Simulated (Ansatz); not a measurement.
The first iterations of a band of C2H6S2Si (11 atoms, charge 0, multiplicity 1).

Method: Ansatz, RKS PBE0-D4/def2-SVP.

```yaml
movable_images: 5
climbing_image: yes
spring: 5.0 eV/Å²
optimiser: quadratic models (default)
start_path: through a guess of the saddle point
force_threshold: 0.05 eV/Å
iteration_limit: 60
end_points: relaxed
```

Image 0:

```xyz
11
Properties=species:S:1:pos:R:3
C -0.684 1.331 0.977
Si 0.744 0.320 0.318
C 0.048 -1.160 -0.672
S -1.126 -2.072 0.008
S 0.762 -1.415 -2.227
H -1.251 1.785 0.151
H -0.325 2.134 1.638
H -1.360 0.675 1.545
H 1.573 -0.260 1.416
H 1.632 1.128 -0.576
H 0.052 -2.524 -2.558
```

Image 6:

```xyz
11
Properties=species:S:1:pos:R:3
C -0.712 1.362 0.713
Si 0.763 0.214 0.542
C 0.442 -1.193 -0.712
S 1.637 -2.272 -0.983
S -1.122 -1.194 -1.461
H -0.958 1.842 -0.247
H -0.491 2.158 1.442
H -1.602 0.818 1.065
H 1.081 -0.446 1.842
H 1.962 0.951 0.049
H -0.934 -2.297 -2.230
```

| iteration | highest image above the first end (eV) | largest band force component (eV/Å) |
| --- | --- | --- |
| 1 | 5.580 | 27.210 |
| 2 | 1.375 | 8.780 |
| 3 | 0.360 | 3.246 |

Question: Does the band converge within its limit, and where does its top end?

Answer: The run converged. It ended after 9 iterations with the highest image 0.070 eV above the first end. A vibrational analysis at the climbing image gives one clearly imaginary mode, 43i cm⁻¹: a first-order saddle point.

Time of the run: 2.8 min on 2 threads of Arm Neoverse V1, with other jobs on the host, peak memory 0.27 GiB.
